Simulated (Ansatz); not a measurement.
AlFH3Sb can be A, `[F][SbH][AlH2]`, or B, `[F][AlH][SbH2]`.

Gas-phase electronic energies from Ansatz, PBE0-D4/def2-TZVP geometries. CCSD(T)/CBS adds triple-zeta CCSD(T) − MP2 to the extrapolated MP2 energy (def2 sets, frozen cores). DFT in def2-TZVPP. B3LYP here is the variant with VWN-RPA as its local correlation; programs differ in this. Elements past krypton have def2 core potentials. For Sb outer-core shells are correlated without core-valence functions, which leaves a few kJ/mol of doubt a bond.

(1) Which is lower in electronic energy at CCSD(T)/CBS, and by how much? (An estimate is asked.)

(2) Give E(B) − E(A) in kcal/mol with CCSD/def2-TZVPP, CCSD(T)/def2-TZVPP, HF/def2-TZVPP, ωB97M-V, B3LYP-D4, CCSD(T)/def2-SVP, B3LYP. (Best estimate.)

(3) Does the order hold for the free energy at 298.15 K (harmonic terms from PBE0-D4)? (Estimate.)

Largest T1 diagnostic: 0.014.

## Answers

(1) Computed: B, by 43.5 kcal/mol.

(2) Ansatz gave: CCSD/def2-TZVPP -45.5, CCSD(T)/def2-TZVPP -45.5, HF/def2-TZVPP -42.8, ωB97M-V -42.6, B3LYP-D4 -41.2, CCSD(T)/def2-SVP -47.5, B3LYP -41.3. None reverses the order clearly.

(3) Ansatz gave: Yes: G(B) − G(A) = -43.0 kcal/mol.

Leaving LDA and LC-ωPBE aside and taking each functional with its dispersion term where it has one, the values, not all of them listed here, spread over 6.4 kcal/mol, from PBE-QIDH to B97M-V. LDA lies −3.2 kcal/mol from PBE without D4. At CCSD(T), def2-SVP lies −3.9 kcal/mol from the extrapolated value and def2-TZVPP −2.0 kcal/mol.
